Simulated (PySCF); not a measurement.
# Gas-phase XPS of `[SiH3]OB1C=CBC=C1`, computed

Species: C₄H₈B₂OSi.
Atom-mapped SMILES: `[SiH3:1][O:2][B:3]1[CH:4]=[CH:5][BH:6][CH:7]=[CH:8]1`

The calculation used delta-SCF UKS SCAN, pcX-2 on the ionised atom, pcseg-1 elsewhere, spin-free X2C (PySCF 2.14.0). Each binding energy is the total energy of the core-ionised species, with the hole localised on one atom, minus that of the ground state; both are solved self-consistently, so orbital relaxation is included.

Problem. List the computed XPS lines with their assignment.

Solution. 
| atom(s) | environment | level | binding energy (eV) | 2p1/2 (eV) | above the level's lowest (eV) | count |
| --- | --- | --- | --- | --- | --- | --- |
| Si1 | oxygen-bound silicon | Si 2p3/2 | 107.79 | 108.42 | 0.00 | 1 |
| Si1 | oxygen-bound silicon | Si 1s | 1847.70 | – | 0.00 | 1 |
| O2 | boron-bound oxygen | O 1s | 538.22 | – | 0.00 | 1 |
| B3 | ring boron | B 1s | 196.25 | – | +1.19 | 1 |
| C4/C8 | unsaturated ring CH carbon | C 1s | 289.85 | – | +0.05 | 2 |
| C5/C7 | unsaturated ring CH carbon | C 1s | 289.80 | – | 0.00 | 2 |
| B6 | ring boron | B 1s | 195.06 | – | 0.00 | 1 |

Lowest listed B 1s: B6, bonded to 2 C and H. Highest, 1.19 eV above it: B3, bonded to O and 2 C. Summing the Pauling electronegativity differences to the bonded atoms, each weighted by its formal bond order, gives +1.18 for the lowest site and +2.42 for the highest.

The 2 C 1s values lie within 0.05 eV of each other; Gaussian lines of 0.5 eV full width would blend them into one maximum.

Problem. Which photon wavelength matches the B 1s of B6 threshold?

Solution. λ = hc/E = 12398.42 eV Å / 195.06 eV = 63.562 Å.

One atom of each set of topologically equivalent atoms was ionised and stands for the set; in this conformer not all members are related by symmetry, and their own values weren't computed. Spin contamination (⟨S²⟩ against 0.75 for a pure doublet) is marked for B 1s of B6 (0.88), which makes this value less certain. 2p3/2 and 2p1/2 are the ΔSCF energy of one spin-free 2p hole plus the eigenvalues of a spin–orbit and ligand-field matrix of the shell. 2p1/2 minus 2p3/2 (ligand field included): Si 0.63 eV. The structure is a single PBE0-D3(BJ)/def2-SVP conformer in the gas phase; no vibrational or solvent corrections.

The values belong to the conformer `[SiH3:1][O:2][B:3]1[CH:4]=[CH:5][BH:6][CH:7]=[CH:8]1`: Si1–O2–B3–C4 179°.
